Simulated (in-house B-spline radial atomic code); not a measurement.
Radial electron density of K⁷⁺, [Ne] 3s2. Computed with a B-spline radial code for spherical atoms: non-relativistic B3LYP, spin-polarised, spherical fractional occupations, exact exchange averaged over the configuration, point nucleus.

Columns: r (bohr), 4πr²n(r) (electrons per bohr), bar.

```
   0.003   0.4608 #
 0.00357   0.6386 #
 0.00425   0.8819 ##
 0.00506    1.212 ##
 0.00602    1.654 ###
 0.00717    2.246 ####
 0.00853    3.019 ######
  0.0102    4.052 ########
  0.0121    5.305 ##########
  0.0144    6.886 ##############
  0.0171    8.766 #################
  0.0204    11.01 ######################
  0.0243    13.49 ###########################
  0.0289    16.04 ################################
  0.0344     18.5 ####################################
   0.041    20.55 ########################################
  0.0488    21.85 ###########################################
  0.0581    22.12 ############################################
  0.0691    21.29 ##########################################
  0.0823    19.51 ######################################
   0.098    17.38 ##################################
   0.117    15.68 ###############################
   0.139    15.28 ##############################
   0.165    16.45 ################################
   0.197    18.91 #####################################
   0.234    21.35 ##########################################
   0.279    22.36 ############################################
   0.332    20.84 #########################################
   0.395    16.89 #################################
   0.471    11.66 #######################
    0.56    7.075 ##############
   0.667    4.184 ########
   0.794    3.035 ######
   0.945    2.696 #####
    1.13    2.245 ####
    1.34    1.497 ###
     1.6   0.7184 #
     1.9   0.2488 
    2.26  0.05729 
    2.69 0.008119 
     3.2 0.0006521 
    3.81 2.703e-05
```

On this grid the curve has 2 maxima, near 0.0581, 0.279 bohr.

The 2p down radial function P(r) = rR(r), positive near the nucleus:

| r (bohr) | P |
| --- | --- |
| 0.003 | 0.001901 |
| 0.00425 | 0.003771 |
| 0.00602 | 0.00744 |
| 0.00853 | 0.01459 |
| 0.0121 | 0.02838 |
| 0.0171 | 0.0541 |
| 0.0243 | 0.1022 |
| 0.0344 | 0.1866 |
| 0.0488 | 0.3295 |
| 0.0691 | 0.5514 |
| 0.098 | 0.8628 |
| 0.139 | 1.229 |
| 0.197 | 1.543 |
| 0.279 | 1.639 |
| 0.395 | 1.399 |
| 0.56 | 0.8897 |
| 0.794 | 0.3804 |
| 1.13 | 0.09231 |
| 1.6 | 0.01058 |
